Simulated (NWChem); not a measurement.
System: CH3Cd cation; SMILES [Cd+][CH3]

NWChem printed, in part:

```
             Northwest Computational Chemistry Package (NWChem) 7.3.0
             --------------------------------------------------------

 C3V symmetry detected

                             Geometry "geometry" -> ""
                             -------------------------

 Output coordinates in angstroms (scale by  1.889725989 to convert to a.u.)

  No.       Tag          Charge          X              Y              Z
 ---- ---------------- ---------- -------------- -------------- --------------
    1 Cd                  48.0000    -0.00000000    -0.00000000    -0.35404242
    2 C                    6.0000     0.00000000     0.00000000     1.79894458
    3 H                    1.0000     0.75199779     0.75199779     2.06678958
    4 H                    1.0000     0.27525029    -1.02724808     2.06678958
    5 H                    1.0000    -1.02724808     0.27525029     2.06678958

 Effective nuclear repulsion energy (a.u.)     109.1531103101

      Symmetry information
      --------------------

 Group name             C3v
 Group number             17
 Group order               6
 No. of unique centers     3

                                Z-matrix (autoz)
                                --------

 Units are Angstrom for bonds and degrees for angles

      Type          Name      I     J     K     L     M      Value
      ----------- --------  ----- ----- ----- ----- ----- ----------
    1 Stretch                  1     2                       2.15299
    2 Stretch                  2     3                       1.09670
    3 Stretch                  2     4                       1.09670
    4 Stretch                  2     5                       1.09670
    5 Bend                     1     2     3               104.13628
    6 Bend                     1     2     4               104.13628
    7 Bend                     1     2     5               104.13628
    8 Bend                     3     2     4               114.23803
    9 Bend                     3     2     5               114.23803
   10 Bend                     4     2     5               114.23803

                           NWChem Geometry Optimization
                           ----------------------------

 maximum gradient threshold         (gmax) =   0.000450
 rms gradient threshold             (grms) =   0.000300
 maximum cartesian step threshold   (xmax) =   0.001800
 rms cartesian step threshold       (xrms) =   0.001200
 fixed trust radius                (trust) =   0.300000
 source of zmatrix                         =   autoz

          -------------------
          Energy Minimization
          -------------------

 Using diagonal initial Hessian
 Scaling for Hessian diagonals: bonds = 1.00  angles = 0.25  torsions = 0.10

          --------
          Step   0

                                 NWChem DFT Module
                                 -----------------

 Summary of "ao basis" -> "ao basis" (spherical)
 ------------------------------------------------------------------------------
       Tag                 Description            Shells   Functions and Types
 ---------------- ------------------------------  ------  ---------------------
 Cd                         def2-svp                11       31   5s3p2d1f
 C                          def2-svp                 6       14   3s2p1d
 H                          def2-svp                 3        5   2s1p

      Symmetry analysis of basis
      --------------------------

        a1         22
        a2          2
        e          36

  Rotation of axis

            General Information
            -------------------
          SCF calculation type: DFT
          Wavefunction type:  closed shell.
          No. of atoms     :     5
          No. of electrons :    28
           Alpha electrons :    14
            Beta electrons :    14
          Charge           :     1
          Spin multiplicity:     1
          Use of symmetry is: on ; symmetry adaption is: on
          Maximum number of iterations: 150
          AO basis - number of functions:    60
                     number of shells:    26
          Convergence on energy requested:  1.00D-06
          Convergence on density requested:  1.00D-05
          Convergence on gradient requested:  5.00D-04

              XC Information
              --------------
                    Becke 1988 Exchange Functional  1.000
              Lee-Yang-Parr Correlation Functional  1.000

[...]

      ----------------------
      Optimization converged
      ----------------------

  Step       Energy      Delta E   Gmax     Grms     Xrms     Xmax
  ---- ---------------- -------- -------- -------- -------- --------
@    4    -207.24316301 -2.3D-07  0.00001  0.00001  0.00028  0.00061
                                     ok       ok       ok       ok

                                Z-matrix (autoz)
                                --------

 Units are Angstrom for bonds and degrees for angles

      Type          Name      I     J     K     L     M      Value     Gradient
      ----------- --------  ----- ----- ----- ----- ----- ---------- ----------
    1 Stretch                  1     2                       2.21921    0.00000
    2 Stretch                  2     3                       1.10305   -0.00001
    3 Stretch                  2     4                       1.10305   -0.00001
    4 Stretch                  2     5                       1.10305   -0.00001
    5 Bend                     1     2     3               102.23473   -0.00000
    6 Bend                     1     2     4               102.23473   -0.00000
    7 Bend                     1     2     5               102.23473   -0.00000
    8 Bend                     3     2     4               115.63500    0.00000
    9 Bend                     3     2     5               115.63500    0.00000
   10 Bend                     4     2     5               115.63500    0.00000

                         Geometry "geometry" -> "geometry"
                         ---------------------------------

 Output coordinates in angstroms (scale by  1.889725989 to convert to a.u.)

  No.       Tag          Charge          X              Y              Z
 ---- ---------------- ---------- -------------- -------------- --------------
    1 Cd                  48.0000     0.00000000     0.00000000    -0.38657084
    2 C                    6.0000     0.00000000     0.00000000     1.83264361
    3 H                    1.0000     0.76226032     0.76226032     2.06639937
    4 H                    1.0000     0.27900664    -1.04126696     2.06639937
    5 H                    1.0000    -1.04126696     0.27900664     2.06639937

 Effective nuclear repulsion energy (a.u.)     106.5997227039

      Symmetry information
      --------------------

 Group name             C3v
 Group number             17
 Group order               6
 No. of unique centers     3

                Final and change from initial internal coordinates
                --------------------------------------------------

                                Z-matrix (autoz)
                                --------

 Units are Angstrom for bonds and degrees for angles

[...]

 Rotational Constants
 --------------------
 A=   4.797965 cm-1  (  6.903047 K)
 B=   0.240629 cm-1  (  0.346204 K)
 C=   0.240629 cm-1  (  0.346204 K)

 Temperature                      =   298.15K
 frequency scaling parameter      =   1.0000

 Zero-Point correction to Energy  =   21.344 kcal/mol  (  0.034014 au)
 Thermal correction to Energy     =   23.487 kcal/mol  (  0.037430 au)
 Thermal correction to Enthalpy   =   24.080 kcal/mol  (  0.038373 au)

 Total Entropy                    =   61.280 cal/mol-K
   - Translational                =   40.457 cal/mol-K (mol. weight = 128.9271)
   - Rotational                   =   19.098 cal/mol-K (symmetry #  =        3)
   - Vibrational                  =    1.725 cal/mol-K

 Cv (constant volume heat capacity) =    9.576 cal/mol-K
   - Translational                  =    2.979 cal/mol-K
   - Rotational                     =    2.979 cal/mol-K
   - Vibrational                    =    3.617 cal/mol-K

[normal modes left out]

 ----------------------------------------------------------------------------
 Normal Eigenvalue ||           Projected Infra Red Intensities
  Mode   [cm**-1]  || [atomic units] [(debye/angs)**2] [(KM/mol)] [arbitrary]
 ------ ---------- || -------------- ----------------- ---------- -----------
    1       -0.000 ||    0.001851           0.043         1.805       1.024
    2       -0.000 ||    0.002536           0.059         2.472       1.403
    3        0.000 ||    0.005646           0.130         5.504       3.124
    4        0.000 ||    0.005613           0.130         5.472       3.106
    5        0.000 ||    0.000873           0.020         0.851       0.483
    6        0.000 ||    0.007755           0.179         7.560       4.291
    7      372.646 ||    0.022734           0.524        22.162      12.579
    8      729.115 ||    0.024852           0.573        24.226      13.750
    9      729.115 ||    0.024852           0.573        24.226      13.750
   10     1085.196 ||    0.082978           1.914        80.891      45.910
   11     1353.331 ||    0.006340           0.146         6.181       3.508
   12     1353.331 ||    0.006340           0.146         6.181       3.508
   13     2991.730 ||    0.024561           0.567        23.944      13.589
   14     3161.596 ||    0.027088           0.625        26.407      14.988
   15     3161.596 ||    0.027088           0.625        26.407      14.988
 ----------------------------------------------------------------------------
```

Level: BLYP/def2-SVP with def2 effective core potentials on Cd. def2 effective core potentials on Cd; no spin-orbit coupling.

Q: Write an input that gives this output.

A: One answer among several that fit: the input that was run:
```
start job
memory heap 200 mb stack 700 mb global 900 mb
charge 1
geometry units angstroms
  Cd     0.000000     0.000000    -0.344247
  C      0.000000     0.000000     1.808740
  H      0.751998     0.751998     2.076585
  H      0.275250    -1.027248     2.076585
  H     -1.027248     0.275250     2.076585
end
basis spherical
  * library def2-svp
end
ecp
  Cd library def2-ecp
end
dft
  xc becke88 lyp
  iterations 150
end
driver
  maxiter 120
end
task dft optimize
dft
  grid fine
  convergence energy 1d-8 density 1d-7
end
task dft freq numerical
```
